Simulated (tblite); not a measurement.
Parent: `[CH3:1][O:2][CH2:3][Si@H:4]([NH2:5])[O:6][SiH3:7]` with C1–O2–C3–Si4 178°, O2–C3–Si4–N5 48°, C3–Si4–N5–H -26° and -168°, C3–Si4–O6–Si7 44°, C2H11NO2Si2.

The geometries are computed with GFN2-xTB (gas phase). One conformer each, not checked by frequencies here.

| coordinate of the parent | value |
| --- | --- |
| C1–O2 | 1.401 Å |
| O2–C3 | 1.416 Å |
| C3–Si4 | 1.904 Å |
| Si4–N5 | 1.714 Å |
| Si4–O6 | 1.628 Å |
| O6–Si7 | 1.620 Å |
| C1–O2–C3 | 113.2° |
| O2–C3–Si4 | 107.2° |
| C3–Si4–N5 | 105.7° |
| C3–Si4–O6 | 109.4° |
| N5–Si4–O6 | 115.5° |
| Si4–O6–Si7 | 154.1° |

Task: How does the shared frame change in `[CH3:1][O:2][C@@H:3]([C:4]#[N:5])[Si@H:6]([NH2:7])[O:8][SiH3:9]` with C1–O2–C3–C4 66°, O2–C3–Si6–N7 -57°, C3–Si6–N7–H 41° and -177°, C3–Si6–O8–Si9 80°, C3H10N2O2Si2? Atoms pair as C1 = C1, O2 = O2, C3 = C3, Si4 = Si6, N5 = N7, O6 = O8, Si7 = Si9 (parent first).

Result: 
```tsv
parent	relative	value in the relative	change
C1–O2	C1–O2	1.407 Å	+0.006
O2–C3	O2–C3	1.420 Å	+0.004
C3–Si4	C3–Si6	1.925 Å	+0.021
Si4–N5	Si6–N7	1.712 Å	-0.002
Si4–O6	Si6–O8	1.612 Å	-0.016
O6–Si7	O8–Si9	1.629 Å	+0.009
C1–O2–C3	C1–O2–C3	113.8°	+0.6
O2–C3–Si4	O2–C3–Si6	105.2°	-2.0
C3–Si4–N5	C3–Si6–N7	104.2°	-1.5
C3–Si4–O6	C3–Si6–O8	109.8°	+0.4
N5–Si4–O6	N7–Si6–O8	110.7°	-4.8
Si4–O6–Si7	Si6–O8–Si9	155.5°	+1.4
```

Of the parent's bonds, C3–Si4 changes most (+0.021 Å). Bonds of the relative outside the shared frame: C3–C4 1.436, C4≡N5 1.146 Å. Point group C1 → C1.

Task: How does the shared frame change in `[CH3:1][O:2][C@@H:3]([C:4]([CH3:5])=[O:6])[Si@H:7]([NH2:8])[O:9][SiH3:10]` with C1–O2–C3–C4 164°, O2–C3–C4–C5 14°, O2–C3–Si7–N8 175°, C3–Si7–N8–H 38° and 180°, C3–Si7–O9–Si10 137°, C4H13NO3Si2? Atoms pair as C1 = C1, O2 = O2, C3 = C3, Si4 = Si7, N5 = N8, O6 = O9, Si7 = Si10 (parent first).

Result: 
```tsv
parent	relative	value in the relative	change
C1–O2	C1–O2	1.403 Å	+0.002
O2–C3	O2–C3	1.418 Å	+0.002
C3–Si4	C3–Si7	1.931 Å	+0.027
Si4–N5	Si7–N8	1.709 Å	-0.005
Si4–O6	Si7–O9	1.619 Å	-0.009
O6–Si7	O9–Si10	1.622 Å	+0.002
C1–O2–C3	C1–O2–C3	113.7°	+0.5
O2–C3–Si4	O2–C3–Si7	113.2°	+6.0
C3–Si4–N5	C3–Si7–N8	104.1°	-1.6
C3–Si4–O6	C3–Si7–O9	110.6°	+1.2
N5–Si4–O6	N8–Si7–O9	109.2°	-6.3
Si4–O6–Si7	Si7–O9–Si10	154.1°	0.0
```

Of the parent's bonds, C3–Si4 changes most (+0.027 Å). Bonds of the relative outside the shared frame: C3–C4 1.489, C4–C5 1.500, C4=O6 1.216 Å. Point group C1 → C1.

Task: How does the shared frame change in `[CH2:1]=[N:2][C@@H:3]([O:4][CH3:5])[Si@@H:6]([NH2:7])[O:8][SiH3:9]` with C1–N2–C3–O4 -19°, N2–C3–O4–C5 -78°, N2–C3–Si6–N7 -178°, C3–Si6–N7–H 171° and 32°, C3–Si6–O8–Si9 -15°, C3H12N2O2Si2? Atoms pair as C1 = C5, O2 = O4, C3 = C3, Si4 = Si6, N5 = N7, O6 = O8, Si7 = Si9 (parent first).

Result: 
```tsv
parent	relative	value in the relative	change
C1–O2	C5–O4	1.406 Å	+0.005
O2–C3	O4–C3	1.418 Å	+0.002
C3–Si4	C3–Si6	1.924 Å	+0.020
Si4–N5	Si6–N7	1.715 Å	+0.001
Si4–O6	Si6–O8	1.620 Å	-0.008
O6–Si7	O8–Si9	1.623 Å	+0.003
C1–O2–C3	C5–O4–C3	113.7°	+0.5
O2–C3–Si4	O4–C3–Si6	105.7°	-1.5
C3–Si4–N5	C3–Si6–N7	104.6°	-1.1
C3–Si4–O6	C3–Si6–O8	108.5°	-0.9
N5–Si4–O6	N7–Si6–O8	115.3°	-0.2
Si4–O6–Si7	Si6–O8–Si9	157.3°	+3.2
```

Of the parent's bonds, C3–Si4 changes most (+0.020 Å). Bonds of the relative outside the shared frame: C1=N2 1.256, N2–C3 1.406 Å. Point group C1 → C1.
